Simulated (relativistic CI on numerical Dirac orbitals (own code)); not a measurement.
One change at a time: Au L

Base calculation: Dirac-Coulomb-Breit CI, KLI orbitals optimised for each configuration, a model potential for QED, unscaled Slater integrals.

CI space (outside the closed core [Ar]): 3d10 4s2, 3d10 4s 4p, 3d10 4p2, 3d10 4s 4d, 3d10 4s 4f, 3d10 4d2, 3d10 4p 4d, 3d10 4f2, 3d10 4p 4f, 3d10 4d 4f, 3d10 4s 5s, 3d10 4s 5p, 3d10 4s 5d, 3d10 4s 5f, 3d10 4s 5g, 3d10 4s 6s, 3d10 4s 6p, 3d10 4s 6d, 3d10 4s 6f, 3d9 4s2 4p, 3d10 4s 7s, 3d9 4s2 4d, 3d9 4s2 4f, 3d9 4s2 5s, 3d9 4s2 5p, 3d9 4s2 5d. Double excitations out of closed p, d and f shells are left out; levels of such configurations are missing from the list, as are those of other unlisted configurations, and high levels can miss mixing partners. These lack a partner that the ground configuration has and come out too high: 3d9 4s2 4p, 3d9 4s2 4d, 3d9 4s2 4f, 3d9 4s2 5s, 3d9 4s2 5p.

Variants: (1) non-relativistic limit. Shifts of the energy above 3d10 4s2 1S_0, in eV, for the lowest level and the first level of each name with at least 55 % of one term (blank where a level changes its place among those of its configuration and J or its character, or is not in the variant):

```tsv
Level	Base	Δ(1)
3d10 4s2 1S_0	0.000	0.000
3d10 4s 4p 3P°_0	97.433	-14.461
3d10 4s 4p 3P°_1	105.604	-22.632
3d10 4p2 3P_0	223.453	-38.553
3d10 4s 4p 3P°_2	238.958	-155.986
3d10 4s 4p 1P°_1	258.248	-150.065
3d10 4p2 3P_1	357.698	-172.799
3d10 4p2 1D_2	359.110	
3d10 4s 4d 3D_1	415.745	-164.343
3d10 4s 4d 3D_2	420.189	-168.787
3d10 4s 4d 3D_3	445.477	-194.076
3d10 4s 4d 1D_2	453.938	-186.495
3d10 4p2 3P_2	504.542	
3d10 4p2 1S_0	512.351	-307.106
3d10 4p 4d 3F°_2	518.350	-180.904
3d10 4s 4f 3F°_3	629.249	-192.233
3d10 4s 4f 3F°_2	630.398	-193.382
3d10 4s 4f 3F°_4	637.080	-200.064
3d10 4s 4f 1F°_3	641.196	-195.149
3d10 4p 4d 3P°_0	671.761	-322.143
3d10 4p 4d 3P°_1	673.194	
3d10 4p 4d 3F°_4	690.803	-353.356
```

At this charge energies of transitions that change n are usually good to better than 1 %, and those within a shell (Δn = 0) to a few per cent.

Ionisation energy from the two ground configurations alone: base 2870.44 eV. The NIST ASD value (theoretical) is 2870 eV.

LS names give the leading component of a level, which can be under half, so a name can repeat, a term be missing and a line seem to break the LS rules.
